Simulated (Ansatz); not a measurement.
Reaction (atomization): `[AlH2][B]1[SiH2][Se]1` → Al• + B• + 4 H• + Se• + Si•

Computed with Ansatz on PBE0-D4/def2-TZVP structures; ΔE is electronic, products minus reactants. CBS: MP2 limit from def2 TZ/QZ plus the TZ coupled-cluster correction, frozen cores. This one scheme is used for every species, atoms too. No spin–orbit coupling; open shells (•) take unrestricted orbitals. Spin–orbit coupling would lower the free atoms: a little for Al, B, Si; clearly for Se. Bonds to Se are less sure, by a few kJ/mol each and by 10 to 20 or more in all where they break to atoms, as the def2 sets lack core-valence functions. Scalar relativity is left out up to krypton.

`[AlH2][B]1[SiH2][Se]1`:

Cartesian coordinates in Å:
```
Al 0.778 0.222 -1.944
B -0.257 -0.102 -0.167
Si -0.374 -0.077 1.791
Se -2.005 -0.737 0.339
H 0.721 1.641 -2.661
H 1.676 -0.928 -2.575
H 0.160 -1.160 2.649
H -0.699 1.141 2.568
```

```
                species  MP2/def2-TZVPP energy (Eh)
`[AlH2][B]1[SiH2][Se]1`                 -2958.27958
                    Al•                  -241.90999
                     B•                   -24.57584
                     H•                    -0.49981
                    Se•                 -2400.04061
                    Si•                  -288.90688
```

(1) Work out ΔE.

Largest T1 diagnostic among the species: 0.018.

Results:

(1) ΔE = 4 × (-0.49981) + (-241.90999) + (-24.57584) + (-2400.04061) + (-288.90688) − (-2958.27958) = 0.84702 Eh = +2223.9 kJ/mol. CCSD(T)/CBS gives +2269.3 kJ/mol.

In def2-TZVPP, CCSD(T) changes the Hartree–Fock value by +540.4 kJ/mol (the triples alone add +42.4 kJ/mol) and MP2 by +564.0 kJ/mol; breaking electron pairs costs correlation energy, which Hartree–Fock lacks. From PBE to PBE0 (25 % exact exchange), in def2-TZVPP and without D4, ΔE moves by −17.1 kJ/mol: exact exchange takes away binding that semilocal exchange gives to molecules.

For atomizations the MP2-based limit and the directly extrapolated one differ by several kJ/mol either way, and by 10 to 25 for some Ge, Se and Sn compounds, so smaller differences from it don't rank the levels.
